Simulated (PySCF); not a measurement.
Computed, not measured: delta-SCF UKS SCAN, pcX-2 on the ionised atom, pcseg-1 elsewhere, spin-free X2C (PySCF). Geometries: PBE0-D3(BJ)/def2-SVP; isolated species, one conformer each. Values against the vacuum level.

Task: Rank by computed C 1s binding energy, lowest first.
A. C1 in `[CH2:1]=[C:2]([CH3:3])[CH:4]1[CH2:5][CH2:6]1`
B. C6 in `[CH3:1][C:2]([CH3:3])([CH3:4])[CH2:5][C:6]([Cl:7])([Cl:8])[Cl:9]`
C. C3 in `[BH3-:1]/[CH:2]=[CH:3]\[CH3:4]`
D. C4 in `[BH3-:1]/[CH:2]=[CH:3]/[CH3:4]`

Result: C (284.77 eV), D (286.61 eV), A (289.60 eV), B (295.12 eV).

From the lowest up, the atoms are bonded to: C (double bond), C and H in a species of charge -1 (284.77); C and 3 H in a species of charge -1 (286.61); C (double bond) and 2 H (289.60); 3 Cl and C (295.12).

The basis sets have no added diffuse functions, a weakness for anions.
